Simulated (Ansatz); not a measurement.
`C[SiH2]C(F)(F)Cl` + `BCS` → `BCS[SiH2]C` + `FC(F)Cl`  (ligand exchange at the Si–C bond)

Calculated with Ansatz (gas phase, PBE0-D4/def2-TZVP geometries, no zero-point term in ΔE). CBS: MP2 limit from def2 TZ/QZ plus the TZ coupled-cluster correction, frozen cores. DFT in def2-TZVPP. HSE06 is defined as in plane-wave codes. Each species was taken in one conformer, which may not be the lowest.

```tsv
level	ΔE (kJ/mol)	difference from CCSD(T)/CBS
PBE-D4	-77.2	2.6
BLYP-D4	-72.0	7.8
B97M-V	-83.1	-3.3
r2SCANh-D4	-80.6	-0.8
HSE06-D4	-83.1	-3.3
ωB97X-V	-76.4	3.4
ωB97M-V	-75.6	4.2
r2SCANh	-80.1	-0.3
HSE06	-82.1	-2.3
BHLYP	-80.5	-0.7
HF/def2-SVP	-86.8	-7.0
MP2/def2-SVP	-83.2	-3.4
HF/def2-TZVPP	-87.3	-7.5
CCSD(T)/def2-TZVPP	-79.9	-0.1
HF/def2-QZVPP	-87.1	-7.3
CCSD/CBS(def2)	-80.3	-0.5
CCSD(T)/CBS	-79.8	0
```

Problem. What do rigid-rotor, harmonic-oscillator terms from PBE0-D4/def2-TZVP frequencies (298.15 K, 1 bar) make of the CCSD(T)/CBS value? (Best estimate.)

Solution. Computed: ΔZPE = +11.1 kJ/mol, ΔH = -70.2 kJ/mol, ΔS = -1 J/(mol·K), ΔG = -70.0 kJ/mol. Modes under 50 cm⁻¹ make the entropy rough.

Largest T1 diagnostic among the species: 0.012.

From r2SCAN to r2SCAN0 (25 % exact exchange), in def2-TZVPP and without D4, ΔE moves by −4.8 kJ/mol. Leaving LDA and LC-ωPBE aside and taking each functional with its dispersion term where it has one, the values, not all of them listed here, spread over 14.7 kJ/mol, from PBE-QIDH to BLYP-D4. LDA lies +3.4 kJ/mol from PBE without D4.

CCSD(T)/CBS has its own doubt, a few kJ/mol and more with outer-core shells, so smaller differences from it don't rank the levels.
